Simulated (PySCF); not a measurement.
**Trend along the fifth-period p block: MCl molecules**

CCSD(T) with double-zeta basis sets in PySCF, for the lowest determinant that a PBE0 search found; no spin–orbit coupling. De refers to high-spin ground-configuration atoms.

```
 M       basis  reference, frozen orbitals  state (unpaired electrons)  Re (Å)  ωe (cm⁻¹)  De (eV)
In    def2-SVP                      RHF, 9      singlet (closed shell)   2.423        338     4.12
Sn  x2c-SVPall                     UHF, 23               doublet (π ↑)   2.396        360     3.34
Sb  x2c-SVPall                     UHF, 23              triplet (π ↑↑)   2.395        359     2.40
Te    def2-SVP                      UHF, 9               doublet (π ↑)   2.382        369     2.04
 I    def2-SVP                      RHF, 9      singlet (closed shell)   2.393        357     1.74
```

The shortest bond is that of TeCl (2.382 Å), the longest that of InCl (2.423 Å). InCl is bound most strongly (4.12 eV) and ICl least (1.74 eV).

The rows differ in basis set, which adds steps of its own.

The state changes along the series, so neighbouring rows are not always alike in their bonding.

Correlated steps freeze the inner cores (9 to 23 orbitals); shallow outer-core shells are correlated. Correlated levels converge slowly with the basis: in double zeta they bind strong bonds too weakly, by up to about 1 eV, and carry superposition errors of some tenths. Spin–orbit coupling is left out, which matters for elements this heavy, above all for dissociation energies. Where the molecule has an RHF reference, its open-shell atoms are computed with UHF. States were picked by a PBE0 search and need not be the measured ground states.
